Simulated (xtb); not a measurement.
B(AsH2)2(OH) (As₂BH₅O), SMILES OB([AsH2])[AsH2]. All values are semi-empirical tight-binding results from xtb (GFN2-xTB unless named), good for trends rather than for accurate numbers. Coordinates come from a GFN2-xTB optimisation. This is a generated structure with no PubChem entry under its InChIKey; it may be hypothetical. Other conformers were not sampled.

```json
{
 "orbital_gap": "3.75 eV",
 "zero_point_energy": "28.9 kcal/mol",
 "G − E(el) at 298.15 K (modified RRHO)": "7.9 kcal/mol",
 "static polarisability (D4 model)": "80.8 bohr³",
 "solvation energy, GFN2-xTB/ALPB(water)": "-5.1 kcal/mol",
 "solvation energy, GFN2-xTB/ALPB(chcl3)": "-6.2 kcal/mol"
}
```
